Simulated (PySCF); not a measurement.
PySCF job for C2H5FO2Si, SMILES C(O[Si@@H](F)C)=O, TDDFT-PBE/def2-SVPD. Coordinates come from a B3LYP-D3(BJ)/def2-SVP optimisation. The structure was generated by enumeration; whether it is a known compound was not checked. Other conformers were not sampled.

```python
import numpy as np
from pyscf import gto, scf, dft, tdscf

mol = gto.M(
    atom='''
    C    -1.64299308   -0.68620379    0.69645555
    Si   -0.53406684    0.55906378   -0.10521785
    F    -1.18576688    1.06437030   -1.50113965
    O     0.92467287   -0.17075750   -0.63657007
    C     1.79161532   -0.68334478    0.23934314
    O     1.62306658   -0.70668833    1.43100379
    H    -1.17463080   -1.05462610    1.62187174
    H    -2.62044481   -0.24257654    0.94387735
    H    -1.81001253   -1.54091812    0.02184163
    H    -0.20934285    1.75543053    0.69980699
    H     2.68961943   -1.08667711   -0.27435291
    ''',
    basis='def2-SVPD',
    charge=0,
    spin=0,
    max_memory=1600,
    verbose=4,
)
mf = dft.RKS(mol, xc='pbe').density_fit(auxbasis='def2-universal-jkfit')
mf.grids.level = 3
mf.conv_tol = 1e-9
mf.max_cycle = 100
mf.kernel()
mf.grids = dft.Grids(mol).set(level=1).build(with_non0tab=True)  # coarser grid for the response kernel
td = tdscf.TDDFT(mf)
td.singlet = True
td.nstates = 10
td.conv_tol = 1e-4
td.positive_eig_threshold = 1e-6
td.kernel(x0=td.get_init_guess(mf, 15))
td.analyze()
tt = tdscf.TDA(mf)
tt.singlet = False
tt.nstates = 4
tt.conv_tol = 1e-4
tt.positive_eig_threshold = 1e-6
tt.kernel(x0=tt.get_init_guess(mf, 9))
tt.analyze(verbose=3)
```

It prints:

```
PySCF version 2.14.0

[INPUT] verbose = 4
[INPUT] num. atoms = 11
[INPUT] num. electrons = 56
[INPUT] charge = 0
[INPUT] spin (= nelec alpha-beta = 2S) = 0
[INPUT] symmetry False subgroup None
[INPUT] Mole.unit = angstrom
[INPUT] Symbol           X                Y                Z      unit          X                Y                Z       unit  Magmom
[INPUT]  1 C     -1.642993080000  -0.686203790000   0.696455550000 AA   -3.104806945756  -1.296737228739   1.316110247433 Bohr   0.0
[INPUT]  2 Si    -0.534066840000   0.559063780000  -0.105217850000 AA   -1.009240059812   1.056477430364  -0.198832919916 Bohr   0.0
[INPUT]  3 F     -1.185766880000   1.064370300000  -1.501139650000 AA   -2.240774650780   2.011368362121  -2.836742813225 Bohr   0.0
[INPUT]  4 O      0.924672870000  -0.170757500000  -0.636570070000 AA    1.747378479116  -0.322684908715  -1.202943091395 Bohr   0.0
[INPUT]  5 C      1.791615320000  -0.683344780000   0.239343140000 AA    3.385662275375  -1.291334482851   0.452292984393 Bohr   0.0
[INPUT]  6 O      1.623066580000  -0.706688330000   1.431003790000 AA    3.067151318134  -1.335447399126   2.704205246315 Bohr   0.0
[INPUT]  7 H     -1.174630800000  -1.054626100000   1.621871740000 AA   -2.219730509479  -1.992954492818   3.064893397772 Bohr   0.0
[INPUT]  8 H     -2.620444810000  -0.242576540000   0.943877350000 AA   -4.951923015438  -0.458403224845   1.783669686680 Bohr   0.0
[INPUT]  9 H     -1.810012530000  -1.540918120000   0.021841630000 AA   -3.420427963731  -2.911913227180   0.041274698814 Bohr   0.0
[INPUT] 10 H     -0.209342850000   1.755430530000   0.699806990000 AA   -0.395600652636   3.317282932400   1.322443551156 Bohr   0.0
[INPUT] 11 H      2.689619430000  -1.086677110000  -0.274352910000 AA    5.082644102009  -2.053522123734  -0.518451861377 Bohr   0.0

nuclear repulsion = 310.808367123811
number of shells = 73
number of NR pGTOs = 251
number of NR cGTOs = 173
basis = def2-SVPD
ecp = {}


[settings echo left out]
init E= -618.770623463332
  HOMO = -0.352911364320698  LUMO = -0.101543174972938  gap/eV = 6.84008
cycle= 1 E= -618.070765961787  delta_E=  0.7  |g|= 1.11  |ddm|= 4.37
  HOMO = -0.104118981620519  LUMO = -0.00384334678415366  gap/eV = 2.72864
cycle= 2 E= -617.036686789062  delta_E= 1.03  |g|=  2.5  |ddm|= 3.96
  HOMO = -0.275436058824611  LUMO = -0.0617958659934281  gap/eV = 5.81345
cycle= 3 E= -618.245508679921  delta_E= -1.21  |g|= 0.55  |ddm|= 3.21
  HOMO = -0.257992727921844  LUMO = -0.0629860044955968  gap/eV = 5.30640
cycle= 4 E= -618.303577643557  delta_E= -0.0581  |g|= 0.163  |ddm|= 0.525
  HOMO = -0.259662839113882  LUMO = -0.0656445468957116  gap/eV = 5.27951
cycle= 5 E= -618.307323317397  delta_E= -0.00375  |g|= 0.0744  |ddm|= 0.191
  HOMO = -0.258645796183766  LUMO = -0.064324210386518  gap/eV = 5.28776
cycle= 6 E= -618.308593809273  delta_E= -0.00127  |g|= 0.0121  |ddm|= 0.0755
  HOMO = -0.258632782750611  LUMO = -0.0639541759444966  gap/eV = 5.29747
cycle= 7 E= -618.308630488423  delta_E= -3.67e-05  |g|= 0.00328  |ddm|= 0.0198
  HOMO = -0.259007475928198  LUMO = -0.0642099238859299  gap/eV = 5.30071
cycle= 8 E= -618.308633055487  delta_E= -2.57e-06  |g|= 0.000879  |ddm|= 0.00499
  HOMO = -0.25895342034565  LUMO = -0.0641467593030725  gap/eV = 5.30096
cycle= 9 E= -618.30863318344  delta_E= -1.28e-07  |g|= 0.000422  |ddm|= 0.00119
  HOMO = -0.258980538524217  LUMO = -0.0641611919801295  gap/eV = 5.30130
cycle= 10 E= -618.308633215092  delta_E= -3.17e-08  |g|= 0.000108  |ddm|= 0.000454
  HOMO = -0.258994307926927  LUMO = -0.0641770893175932  gap/eV = 5.30125
cycle= 11 E= -618.308633217065  delta_E= -1.97e-09  |g|= 4.98e-05  |ddm|= 0.000163
  HOMO = -0.258986055796431  LUMO = -0.0641689761142783  gap/eV = 5.30124
cycle= 12 E= -618.308633217657  delta_E= -5.91e-10  |g|= 5.09e-06  |ddm|= 6.64e-05
  HOMO = -0.258986666506136  LUMO = -0.0641698476404922  gap/eV = 5.30124
Extra cycle  E= -618.308633217651  delta_E= 5.23e-12  |g|= 6.73e-06  |ddm|= 1.49e-05
converged SCF energy = -618.308633217651
tot grids = 44792
Overwritten attributes  positive_eig_threshold  of <class 'pyscf.tdscf.rks.CasidaTDDFT'>


******** <class 'pyscf.tdscf.rks.CasidaTDDFT'> for <class 'pyscf.df.df_jk.DFRKS'> ********
nstates = 10 singlet
deg_eia_thresh = 1.000e-03
wfnsym = None
conv_tol = 0.0001
eigh lindep = 1e-12
eigh level_shift = 0
eigh max_cycle = 100


Excitation energies (eV)
[5.51111988 6.4660699  6.80381031 7.09151115 7.1819734  7.26655619
 7.68987838 7.72788584 7.93386738 8.00867243]

** Singlet excitation energies and oscillator strengths **
Excited State   1:      5.51112 eV    224.97 nm  f=0.0006
      28 -> 29        0.70664
Excited State   2:      6.46607 eV    191.75 nm  f=0.0230
      26 -> 29       -0.27897
      27 -> 29       -0.63826
Excited State   3:      6.80381 eV    182.23 nm  f=0.0039
      28 -> 30       -0.70027
Excited State   4:      7.09151 eV    174.83 nm  f=0.0014
      28 -> 31        0.70613
Excited State   5:      7.18197 eV    172.63 nm  f=0.0002
      25 -> 29       -0.69983
Excited State   6:      7.26656 eV    170.62 nm  f=0.0132
      26 -> 29        0.23088
      28 -> 32        0.65834
Excited State   7:      7.68988 eV    161.23 nm  f=0.0398
      26 -> 29        0.13656
      27 -> 30       -0.14716
      28 -> 33       -0.66819
Excited State   8:      7.72789 eV    160.44 nm  f=0.0306
      26 -> 29        0.14823
      27 -> 30       -0.64751
      28 -> 33        0.19013
Excited State   9:      7.93387 eV    156.27 nm  f=0.0428
      26 -> 29        0.16350
      27 -> 30        0.12157
      27 -> 31       -0.16800
      28 -> 34        0.63503
Excited State  10:      8.00867 eV    154.81 nm  f=0.0577
      24 -> 29        0.11458
      26 -> 29        0.27372
      27 -> 29       -0.13341
      27 -> 30        0.13461
      27 -> 31       -0.49203
      28 -> 32       -0.12046
      28 -> 34       -0.28729

** Transition electric dipole moments (AU) **
state          X           Y           Z        Dip. S.      Osc.
  1        -0.0323     -0.0603     -0.0079      0.0047      0.0006
  2        -0.3553      0.1338     -0.0339      0.1453      0.0230
  3         0.0912     -0.0807     -0.0932      0.0235      0.0039
  4         0.0335      0.0489     -0.0684      0.0082      0.0014
  5        -0.0088      0.0286     -0.0013      0.0009      0.0002
  6         0.2261     -0.0784      0.1294      0.0740      0.0132
  7         0.2780     -0.0909     -0.3544      0.2112      0.0398
  8        -0.3933      0.0822      0.0003      0.1615      0.0306
  9        -0.4414      0.1149      0.1115      0.2204      0.0428
 10        -0.4604      0.0081     -0.2862      0.2939      0.0577

** Transition velocity dipole moments (imaginary part, AU) **
state          X           Y           Z        Dip. S.      Osc.
  1        -0.0075     -0.0142     -0.0016      0.0003      0.0009
  2        -0.0850      0.0317     -0.0062      0.0083      0.0232
  3         0.0210     -0.0192     -0.0244      0.0014      0.0037
  4         0.0082      0.0133     -0.0177      0.0006      0.0014
  5        -0.0039      0.0051     -0.0006      0.0000      0.0001
  6         0.0638     -0.0218      0.0331      0.0056      0.0141
  7         0.0799     -0.0271     -0.0955      0.0162      0.0383
  8        -0.1107      0.0223      0.0010      0.0127      0.0299
  9        -0.1295      0.0316      0.0302      0.0187      0.0427
 10        -0.1365     -0.0024     -0.0812      0.0252      0.0572

** Transition magnetic dipole moments (imaginary part, AU) **
state          X           Y           Z
  1        -0.0825     -0.0483      0.9501
  2        -0.1771     -0.3734     -0.1866
  3        -0.3728     -0.5091      0.2670
  4        -0.2808     -0.5008     -0.2381
  5         0.4672     -0.3045      0.3655
  6        -0.2754     -0.3997     -0.0418
  7         0.0443     -0.2799     -0.1348
  8         0.3642     -0.4723     -0.5267
  9        -0.1831      0.2769     -0.0564
 10        -0.8777     -0.2768     -0.4027
Overwritten attributes  positive_eig_threshold  of <class 'pyscf.tdscf.rks.TDA'>


******** <class 'pyscf.tdscf.rks.TDA'> for <class 'pyscf.df.df_jk.DFRKS'> ********
nstates = 4 triplet
deg_eia_thresh = 1.000e-03
wfnsym = None
conv_tol = 0.0001
eigh lindep = 1e-12
eigh level_shift = 0
eigh max_cycle = 100


Excitation energies (eV)
[4.95624606 5.79448354 6.58061848 6.74314411]

** Triplet excitation energies and oscillator strengths **
Excited State   1:      4.95625 eV    250.16 nm  f=0.0000
Excited State   2:      5.79448 eV    213.97 nm  f=0.0000
Excited State   3:      6.58062 eV    188.41 nm  f=0.0000
Excited State   4:      6.74314 eV    183.87 nm  f=0.0000
```

Self-consistency was reached.
